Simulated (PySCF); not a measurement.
**[NiF4]2-: 4 charge schemes on one density**

Species: [NiF4]2- (charge -2 and singlet state).
Cartesian coordinates in Å at the PBE0-D3(BJ)/def2-SVP level; atoms count from 1:
```
atom  x, y, z in Å
Ni1    0.0000    0.0001   -0.0001
F2     0.4691    1.0181    1.4606
F3     1.6817   -0.7498   -0.0216
F4    -1.6820    0.7492    0.0221
F5    -0.4688   -1.0176   -1.4609
```

Density: PBE0/pcSseg-1 (pcSseg-2 on Ni) (PySCF); schemes: Mulliken, IAO, Hirshfeld and ESP-fitted. Whether so highly charged an anion holds all its electrons in the gas phase wasn't checked; a finite basis holds them in any case. No counter-ion or solvent screens the charge of this multiply charged ion. The pcSseg-1 basis has no diffuse functions, a weakness for an anion. The HOMO energy is positive at this level (+4.44 eV), so the outermost electrons may be held by the finite basis alone.

Task: Which atoms carry the lowest charge in the Mulliken, IAO, Hirshfeld and ESP-fitted schemes?

Result: All schemes pick atoms of one kind: Mulliken F2, F3, F4 and F5 (-0.676); IAO F2, F3, F4 and F5 (-0.776); Hirshfeld F2, F3, F4 and F5 (-0.550); ESP-fitted F2, F3 and F4 (-0.637).

Task: For which atoms does the sign change between the 4 schemes (beyond +0.03 e in one, beyond −0.03 e in another)?

Result: For none.

Task: Tabulate the Mulliken, IAO, Hirshfeld and ESP-fitted charges.

Result: In e:

| atom | environment | Mulliken | IAO | Hirshfeld | ESP-fitted |
| --- | --- | --- | --- | --- | --- |
| Ni1 | nickel bonded to 4 F | +0.705 | +1.104 | +0.202 | +0.547 |
| F2 | fluorine bonded to Ni | -0.676 | -0.776 | -0.550 | -0.637 |
| F3 | fluorine bonded to Ni | -0.676 | -0.776 | -0.550 | -0.637 |
| F4 | fluorine bonded to Ni | -0.676 | -0.776 | -0.550 | -0.637 |
| F5 | fluorine bonded to Ni | -0.676 | -0.776 | -0.550 | -0.636 |

Mean size of the charges over all atoms: IAO 0.842 e, Mulliken 0.682 e, ESP-fitted 0.619 e, Hirshfeld 0.481 e. Each set sums to the total charge, -2, to within 0.001 e. The IAO scheme projects the occupied orbitals on a minimal set of polarised atomic orbitals and counts the electrons in each atom's part of it. The Hirshfeld scheme divides the density at each point in proportion to the densities of the neutral, spherically averaged free atoms.

Task: How many electrons does the ESP-fitted scheme count on F5?

Result: Z − q = 9 − (-0.636) = 9.636.

Task: Sum the charges by element, for elements with more than one atom.

Result: 
```
element  atoms  Mulliken     IAO  Hirshfeld  ESP-fitted
      F      4    -2.705  -3.104     -2.202      -2.547
```
The closed-shell solution of the metal species wasn't tested for stability.
